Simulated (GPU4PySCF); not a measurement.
C₂₂H₁₂Se₂, SMILES c12c(c3c(cc4ccccc4c3)[se]2)[se]c2c1cc1ccccc1c2. Heavy atoms are numbered as in [cH:1]1[cH:2][cH:3][c:4]2[cH:5][c:6]3[c:7]([cH:8][c:9]2[cH:10]1)[se:11][c:12]1[c:13]2[cH:14][c:15]4[cH:16][cH:17][cH:18][cH:19][c:20]4[cH:21][c:22]2[se:23][c:24]31. Hydrogens are named by the atom that carries them.

Coordinates come from a B3LYP-D3(BJ)/def2-SVP optimisation.

Calculation: PBE/def2-TZVP run with GPU4PySCF.

Atomic charges (e), one atom of each kind:

```json
[
 {"atom": "C1 (CH)", "MBIS": "-0.13", "IAO": "-0.15"},
 {"atom": "C2 (CH)", "MBIS": "-0.14", "IAO": "-0.15"},
 {"atom": "C3 (CH)", "MBIS": "-0.18", "IAO": "-0.15"},
 {"atom": "C4", "MBIS": "0.08", "IAO": "0.00"},
 {"atom": "C5 (CH)", "MBIS": "-0.22", "IAO": "-0.15"},
 {"atom": "C6", "MBIS": "0.10", "IAO": "-0.01"},
 {"atom": "C7", "MBIS": "-0.06", "IAO": "-0.12"},
 {"atom": "C8 (CH)", "MBIS": "-0.18", "IAO": "-0.16"},
 {"atom": "C9", "MBIS": "0.07", "IAO": "0.00"},
 {"atom": "C10 (CH)", "MBIS": "-0.18", "IAO": "-0.15"},
 {"atom": "Se11", "MBIS": "0.08", "IAO": "0.30"},
 {"atom": "C12", "MBIS": "-0.10", "IAO": "-0.16"},
 {"atom": "H on C1", "MBIS": "0.14", "IAO": "0.15"},
 {"atom": "H on C2", "MBIS": "0.14", "IAO": "0.15"},
 {"atom": "H on C3", "MBIS": "0.14", "IAO": "0.15"},
 {"atom": "H on C5", "MBIS": "0.16", "IAO": "0.15"},
 {"atom": "H on C8", "MBIS": "0.15", "IAO": "0.15"},
 {"atom": "H on C10", "MBIS": "0.14", "IAO": "0.15"}
]
```

Computed Mayer and Wiberg (Löwdin basis) orders of the bonds:
```json
[
 {"bond": "C1–C2", "Mayer": "1.26", "Wiberg": "1.47"},
 {"bond": "C2–C3", "Mayer": "1.54", "Wiberg": "1.69"},
 {"bond": "C3–C4", "Mayer": "1.18", "Wiberg": "1.35"},
 {"bond": "C4–C5", "Mayer": "1.23", "Wiberg": "1.40"},
 {"bond": "C5–C6", "Mayer": "1.33", "Wiberg": "1.50"},
 {"bond": "C6–C7", "Mayer": "1.21", "Wiberg": "1.24"},
 {"bond": "C7–C8", "Mayer": "1.42", "Wiberg": "1.62"},
 {"bond": "C4–C9", "Mayer": "1.18", "Wiberg": "1.22"},
 {"bond": "C8–C9", "Mayer": "1.18", "Wiberg": "1.37"},
 {"bond": "C1–C10", "Mayer": "1.53", "Wiberg": "1.69"},
 {"bond": "C9–C10", "Mayer": "1.19", "Wiberg": "1.36"},
 {"bond": "C7–Se11", "Mayer": "1.11", "Wiberg": "1.34"},
 {"bond": "Se11–C12", "Mayer": "1.16", "Wiberg": "1.35"},
 {"bond": "C12–C13", "Mayer": "1.06", "Wiberg": "1.26"},
 {"bond": "C13–C14", "Mayer": "1.33", "Wiberg": "1.50"},
 {"bond": "C14–C15", "Mayer": "1.23", "Wiberg": "1.40"},
 {"bond": "C15–C16", "Mayer": "1.18", "Wiberg": "1.35"},
 {"bond": "C16–C17", "Mayer": "1.54", "Wiberg": "1.69"},
 {"bond": "C17–C18", "Mayer": "1.26", "Wiberg": "1.47"},
 {"bond": "C18–C19", "Mayer": "1.53", "Wiberg": "1.69"},
 {"bond": "C15–C20", "Mayer": "1.18", "Wiberg": "1.22"},
 {"bond": "C19–C20", "Mayer": "1.19", "Wiberg": "1.36"},
 {"bond": "C20–C21", "Mayer": "1.18", "Wiberg": "1.37"},
 {"bond": "C13–C22", "Mayer": "1.21", "Wiberg": "1.24"},
 {"bond": "C21–C22", "Mayer": "1.42", "Wiberg": "1.62"},
 {"bond": "C22–Se23", "Mayer": "1.11", "Wiberg": "1.34"},
 {"bond": "C6–C24", "Mayer": "1.06", "Wiberg": "1.26"},
 {"bond": "C12–C24", "Mayer": "1.45", "Wiberg": "1.56"},
 {"bond": "Se23–C24", "Mayer": "1.16", "Wiberg": "1.35"}
]
```
